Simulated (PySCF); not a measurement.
GaH₃: breathing scan

Level of theory: BP86/[Ga def2-TZVP, H def2-TZVP], no relativity, density fitting, PySCF.

Rigid scan from the singlet minimum (Ga–H 1.575 Å (×3); H–Ga–H 120.0° (×3)). Coordinate: all bonds to the central atom scaled together. Energies in kJ/mol from the minimum.

| scale of all bonds to the centre | E (kJ/mol) |
| --- | --- |
| 0.88 | 93.1 |
| 0.92 | 37.6 |
| 0.96 | 8.6 |
| 1.00 | 0.0 |
| 1.04 | 7.1 |
| 1.08 | 25.9 |
| 1.14 | 69.9 |
| 1.22 | 146.3 |
| 1.35 | 285.7 |

At long bonds a restricted determinant can lie too high, and another spin state can fall below this curve.

Other isomers or separated fragments may lie lower.

The scan took about 50 core-seconds on a shared host.
